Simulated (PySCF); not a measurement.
Exercise with solution: chemical shift, span and skew from a shielding tensor

C2H5NOSi, SMILES C#C[Si@H](N)O. Atoms are numbered in the order given.

```xyz
10

C      2.3956    -0.7499     0.5464
C      1.2234    -0.4500     0.4093
Si    -0.5504     0.0157     0.2202
N     -1.0309    -0.7002    -1.2695
O     -0.7612     1.6672     0.2230
H      3.4301    -1.0138     0.6715
H     -1.3145    -0.4142     1.4143
H     -0.4429    -1.3874    -1.7281
H     -2.0033    -0.7785    -1.5478
H     -0.3715     2.1367    -0.5252
```

The structure is a stationary point at B3LYP-D3(BJ)/def2-SVP. The structure was generated by enumeration; whether it is a known compound was not checked. The values are those of a single conformer.

GIAO shieldings from PBE0/pcSseg-1 run with PySCF, non-relativistic, no solvent. The symmetric part of the tensor of C1 has the principal values 1.6, 5.1, 252.2 ppm. The same nucleus in TMS has σ = 186.3 ppm at this level (PySCF, at its B3LYP-D3(BJ)/def2-TZVP geometry).

Problem. Work out the isotropic shielding, the ¹³C shift against TMS, the span and the skew.

Solution. 
σ(iso) = (σ11 + σ22 + σ33)/3 = 86.3 ppm. δ = σ(ref) − σ(iso) = 186.3 − (86.3) = 100.0 ppm.
Span Ω = σ33 − σ11 = 250.6 ppm. Skew κ = 3(σ(iso) − σ22)/Ω = 0.97, an axial tensor. Tumbling in solution averages the tensor to δ; in a static solid the shielding alone would spread this spin-1/2 line over Ω.
